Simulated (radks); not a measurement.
All-electron atom: Tl60+ in [Ar] 3d3.

Method: scalar-relativistic Kohn-Sham, PBE, spin-unpolarised, spherical densities, point nucleus; computed with a radial shooting solver on a logarithmic mesh with Libxc functionals.

Energy parts (Ry):
| part | energy |
|---|---|
| total | -33173.0297 |
| kinetic | 38185.7934 |
| electron-nucleus | -74993.0180 |
| Hartree | 4069.8344 |
| exchange-correlation | -435.6394 |

Orbitals (lengths in bohr, moments of r in powers of bohr):
1s: occ. 2; eigenvalue (Ry) -6614.620; <r^4> 3.748e-07
2s: occ. 2; eigenvalue (Ry) -1433.318; <r^4> 0.00005267
2p: occ. 6; eigenvalue (Ry) -1277.620; <r^4> 0.00004297
3s: occ. 2; eigenvalue (Ry) -545.5117; <r^4> 0.001557
3p: occ. 6; eigenvalue (Ry) -500.0713; <r^4> 0.001628
3d: occ. 3; eigenvalue (Ry) -460.0626; <r^4> 0.001118
4s: occ. 0; eigenvalue (Ry) -282.1875; <r^4> 0.01866
4p: occ. 0; eigenvalue (Ry) -264.1438; <r^4> 0.02060

The highest occupied level is 3d at -6259.5 eV. Summed over all electrons, <r^2> = 0.3786 bohr^2, which gives a Langevin (diamagnetic) susceptibility term of -0.3 x 10^-6 cm^3/mol. For comparison, the ionisation energy in NIST's Atomic Spectra Database is 6392 eV (theoretical). In exact Kohn-Sham theory the highest level is minus the ionisation energy, but local and semilocal functionals leave it too shallow, through self-interaction and a potential that decays too fast; potentials with the right tail come closer.

Beside tabulated values, note that spin-unpolarised runs miss the spin-polarisation part of the exchange energy of open shells, and scalar-relativistic runs lack spin-orbit coupling.
